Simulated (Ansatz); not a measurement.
Consider the redistribution: `OC(F)([SiH3])[SiH3]` + `C[Se]BF` → `C[Se]B[SiH3]` + `OC(F)(F)[SiH3]`.

Computed with Ansatz on PBE0-D4/def2-TZVP structures; ΔE is electronic, products minus reactants. CCSD(T)/CBS adds triple-zeta CCSD(T) − MP2 to the extrapolated MP2 energy (def2 sets, frozen cores). DFT in def2-TZVPP. For Se outer-core shells are correlated without core-valence functions, which leaves a few kJ/mol of doubt a bond. Scalar relativity is left out up to krypton. Each species was taken in one conformer, which may not be the lowest.

`OC(F)([SiH3])[SiH3]`:

Cartesian coordinates in Å:
```
O 0.590 1.130 -1.192
C 0.358 0.445 -0.008
F 1.019 1.116 1.050
Si -1.497 0.420 0.464
Si 1.187 -1.272 -0.176
H 0.094 1.958 -1.194
H -2.228 -0.463 -0.481
H -1.688 -0.051 1.856
H -1.984 1.820 0.311
H 2.629 -1.086 -0.463
H 0.998 -2.000 1.105
H 0.522 -2.020 -1.273
```

`C[Se]BF`:

```xyz
8

C     0.768   -0.453    0.968
Se    0.256   -0.939   -0.851
B    -0.933    0.526   -1.215
F    -1.530    0.594   -2.393
H     0.249    0.460    1.251
H     0.489   -1.264    1.637
H     1.844   -0.297    0.999
H    -1.142    1.374   -0.395
```

`C[Se]B[SiH3]`:

Cartesian coordinates in Å:
```
C 1.792 -1.761 0.111
Se 1.235 0.082 0.436
B -0.552 0.118 -0.152
Si -1.567 1.842 -0.013
H 2.075 -2.213 1.060
H 2.647 -1.753 -0.563
H 0.961 -2.304 -0.335
H -1.029 -0.886 -0.591
H -2.776 1.658 0.840
H -0.753 2.944 0.569
H -2.034 2.273 -1.362
```

`OC(F)(F)[SiH3]`:

```xyz
9

O     0.260    1.258    1.011
C     0.041    0.668   -0.185
F     1.051    0.985   -1.056
F    -1.083    1.194   -0.768
Si   -0.122   -1.244    0.001
H     0.336    2.214    0.880
H    -0.357   -1.794   -1.354
H    -1.268   -1.522    0.897
H     1.143   -1.758    0.574
```

```csv
level,ΔE (kJ/mol),difference from CCSD(T)/CBS
PBE-D4,112.8,-9.7
r2SCAN-D4,115.4,-7.1
ωB97M-V,123.9,1.4
B2PLYP,123.6,1.1
r2SCAN,114.8,-7.7
SCS-MP2/def2-TZVPP,126.3,3.8
CCSD/def2-TZVPP,119.0,-3.5
HF/def2-QZVPP,118.7,-3.8
MP2/def2-QZVPP,130.2,7.7
CCSD/CBS(def2),123.1,0.6
CCSD(T)/CBS,122.5,0
```

Largest T1 diagnostic among the species: 0.014.

The D4 term adds +3.6 kJ/mol with B3LYP and +2.0 kJ/mol with PBE0; it sums over pairs of atoms, weighted by their polarisabilities, and B3LYP, whose exchange is more repulsive, gets the larger term.

CCSD(T)/CBS has its own doubt, a few kJ/mol and more with outer-core shells, so smaller differences from it don't rank the levels.

B3LYP here is the variant with VWN-RPA as its local correlation; programs differ in this.
